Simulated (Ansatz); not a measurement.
```yaml
crystal:
  periodic: [false, false, false]
  atoms:
    - {symbol: C, position_ang: [0.009042, -0.920569, -1.007591]}
    - {symbol: Si, position_ang: [0.571267, 0.440274, 0.525926]}
    - {symbol: F, position_ang: [1.471240, -0.431381, 1.283518]}
    - {symbol: S, position_ang: [-0.959753, 1.818305, 1.209671]}
    - {symbol: Br, position_ang: [1.648526, 1.862324, -0.712746]}
    - {symbol: H, position_ang: [0.826045, -1.265767, -1.124890]}
    - {symbol: H, position_ang: [-0.952750, -1.470851, -0.123642]}
    - {symbol: H, position_ang: [-0.750422, -0.416049, -1.787777]}
    - {symbol: H, position_ang: [-1.700659, 0.606659, 1.751134]}
basis:
  gaussian: {orbitals: STO-3G}
hamiltonian: {xc: {name: HSE06}}
correlation: {method: rpa, electrons: all}
```

```sh
$ ansatz run in.yaml --threads 4 --pin off --events-out ev --progress --plain --max-ram 10444MiB
```

Output, abridged:

```
Functional definition: HSE06
573 factors; integrals over basis functions are off by at most 3.4e-5 eV
78 factors; integrals over basis functions are off by at most 1.9e-7 eV
mean field evaluation 1: about -91526.7613 eV, gradient 2.6e1 eV
mean field evaluation 2: about -91526.7221 eV, gradient 2.6e1 eV
mean field evaluation 4: about -91529.4303 eV, gradient 4.8e0 eV
mean field evaluation 8: about -91529.5062 eV, gradient 6.0e-2 eV
mean field -91529.50621237 eV, -3363.6473123769 hartree, gradient 2.6e-6 eV, S^2 0.000000; 0 other end points of the search recorded, 0 dependent functions left out
reference -91459.51188454 eV, -3361.0750682731 hartree; 42, 42 occupied and 8, 8 virtual orbitals, 573 factors
Total energy: -91467.75958809 eV, -3361.3781657880 hartree
```

It took 0.8 s on 4 threads of an Arm Neoverse V2 on a shared host, with 0.49 GiB of host memory at the peak.
